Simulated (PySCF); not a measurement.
**Fe²⁺ (iron, charge +2) across methods**

[Ar] 3d5 4p1, high-spin 7P determinant (an excited configuration). All numbers are calculated (PySCF 2.14, the non-relativistic Hamiltonian (point nucleus), in def2-TZVPPD (6s6p4d2f1g, 67 functions)).

```json
{"method": "PBE", "E (hartree)": "-1262.126", "mean ε 3p β (eV)": "-82.201", "mean ε 3d α (eV)": "-35.204", "mean ε 4p α (eV)": "-17.537", "Σ⟨r²⟩ (bohr²)": "22.20", "⟨S²⟩": "12.000"}
{"method": "r2SCAN", "E (hartree)": "-1262.377", "mean ε 3p β (eV)": "-82.998", "mean ε 3d α (eV)": "-35.836", "mean ε 4p α (eV)": "-17.645", "Σ⟨r²⟩ (bohr²)": "22.13", "⟨S²⟩": "12.001"}
{"method": "PBE0", "E (hartree)": "-1262.181", "mean ε 3p β (eV)": "-85.381", "mean ε 3d α (eV)": "-38.163", "mean ε 4p α (eV)": "-18.221", "Σ⟨r²⟩ (bohr²)": "22.23", "⟨S²⟩": "12.000"}
{"method": "wB97X-V", "E (hartree)": "-1262.240", "mean ε 3p β (eV)": "-88.022", "mean ε 3d α (eV)": "-40.407", "mean ε 4p α (eV)": "-20.049", "Σ⟨r²⟩ (bohr²)": "22.30", "⟨S²⟩": "12.001"}
{"method": "MN15", "E (hartree)": "-1262.499", "mean ε 3p β (eV)": "-87.037", "mean ε 3d α (eV)": "-38.703", "mean ε 4p α (eV)": "-18.520", "Σ⟨r²⟩ (bohr²)": "22.26", "⟨S²⟩": "12.000"}
{"method": "BLYP", "E (hartree)": "-1262.424", "mean ε 3p β (eV)": "-82.124", "mean ε 3d α (eV)": "-34.949", "mean ε 4p α (eV)": "-17.363", "Σ⟨r²⟩ (bohr²)": "22.20", "⟨S²⟩": "12.001"}
{"method": "r2SCAN0", "E (hartree)": "-1262.371", "mean ε 3p β (eV)": "-85.906", "mean ε 3d α (eV)": "-38.639", "mean ε 4p α (eV)": "-18.284", "Σ⟨r²⟩ (bohr²)": "22.17", "⟨S²⟩": "12.001"}
{"method": "UHF", "E (hartree)": "-1261.31812", "mean ε 3p β (eV)": "-93.259", "mean ε 3d α (eV)": "-46.286", "mean ε 4p α (eV)": "-19.842", "Σ⟨r²⟩ (bohr²)": "22.59", "⟨S²⟩": "12.001"}
{"method": "LDA", "E (hartree)": "-1259.876", "mean ε 3p β (eV)": "-82.306", "mean ε 3d α (eV)": "-35.411", "mean ε 4p α (eV)": "-17.613", "Σ⟨r²⟩ (bohr²)": "22.11", "⟨S²⟩": "12.000"}
```
